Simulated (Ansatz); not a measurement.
Saddle point of BNH6O2, singlet (BH₃O₂ ([OH][BH][OH]) + NH₃ → BNH₄O₂ ([NH2][B]([OH])[OH]) + H₂; bonds formed: H2–H5; dative contacts that become bonds: B1–N6; bonds broken: B1–H2, H5–N6), PBE0-D4/def2-TZVP structure:

B1  (0.337, 0.030, -0.130)
H2  (0.386, 0.887, 1.104)
O3  (0.392, 0.918, -1.210)
O4  (1.302, -0.960, -0.037)
H5  (-0.512, 0.334, 1.100)
N6  (-1.066, -0.530, 0.308)
H7  (-0.044, 1.756, -1.055)
H8  (2.142, -0.656, -0.386)
H9  (-1.860, -0.272, -0.260)
H10  (-1.075, -1.507, 0.564)
(Å)

Energies are electronic, without zero-point energy. Barriers and step energies count from the start structure reached by relaxing down the imaginary mode; all methods use the PBE0-D4 structures, on which another method's saddle can fall below an end. Program: Ansatz 0.2.0. Basis: def2-TZVPP, with def2-QZVPP for the basis limit. Cores are frozen in the correlated methods. B3LYP uses VWN-RPA correlation. Extrapolation: Hartree–Fock as exp(−7.88 √X), correlation as X^−2.97.

| method | barrier (eV) | step energy (eV) |
| --- | --- | --- |
| SPW92 | 1.238 | -0.332 |
| PBE-D4 | 1.396 | -0.538 |
| BLYP-D4 | 1.505 | -0.685 |
| r2SCAN-D4 | 1.493 | -0.593 |
| B97M-V | ? | -0.616 |
| PBE0-D4 | 1.540 | -0.522 |
| B3LYP-D4 | ? | -0.657 |
| r2SCAN0-D4 | 1.597 | -0.567 |
| BHLYP-D4 | ? | -0.639 |
| CAM-B3LYP-D4 | 1.663 | -0.615 |
| wB97X-V | 1.688 | -0.554 |
| wB97M-V | 1.651 | -0.580 |
| B2PLYP | 1.691 | -0.629 |
| PBE-QIDH | 1.681 | -0.514 |
| RPA on PBE | 1.755 | -0.539 |
| HF | 2.092 | -0.808 |
| MP2 | 1.722 | -0.560 |
| CCSD | 1.820 | -0.563 |
| CCSD(T) | 1.755 | -0.544 |

(1) Fill in the withheld barriers. (Judge from chemistry; the value comes from the calculation.)

The T1 diagnostic stays at or below 0.012.

## Answers

(1) Computed: BHLYP-D4 1.791; B97M-V 1.551; B3LYP-D4 1.613 eV. Each is the energy of the saddle less that of the start structure, by the same method.

For comparison, the barrier by CCSD(T) at an estimated basis limit (MP2 extrapolated from triple and quadruple zeta, plus CCSD(T) − MP2 in triple zeta) is 1.746 eV.

The step is the kind of exchange with an N–H group that builds nitride films in atomic layer and chemical vapour deposition.

Labels in which every atom is bracketed show which atoms are joined, not bond orders.

For scale, one of the runs: CCSD(T)/def2-TZVPP, 208 basis functions, launched by `ansatz run in.yaml --threads 4 --pin off --events-out ev --progress --plain --max-ram 9574MiB`. The run took 58 s on 4 CPU threads of an Arm Neoverse V1 (shared host), with 3.1 GiB of host memory at its peak.
